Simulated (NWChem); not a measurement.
# C₂H₄BFO₂; SMILES FB1COCO1

```xyz
10

F     -0.0396     2.1286     0.0378
B     -0.0304     0.8102     0.0044
C     -1.2313    -0.2080    -0.1001
O     -0.5619    -1.4324     0.1787
C      0.7919    -1.2680    -0.0950
O      1.1190     0.1025     0.0454
H     -1.7014    -0.2134    -1.1057
H     -2.0386    -0.0604     0.6338
H      1.3812    -1.8660     0.6180
H      1.0468    -1.5738    -1.1308
```
Atoms are numbered in this order, from 1.

Computed with NWChem. Geometry: optimised at PBE0/def2-SVP.

### Question
What does the run give for Hartree-Fock/aug-cc-pVDZ? Quantities: highest occupied level (eV); orbital gap (eV); dipole (D).

### Answer
```json
{
  "highest occupied level (eV)": "-11.81",
  "orbital gap (eV)": "12.68",
  "dipole (D)": "1.22"
}
```
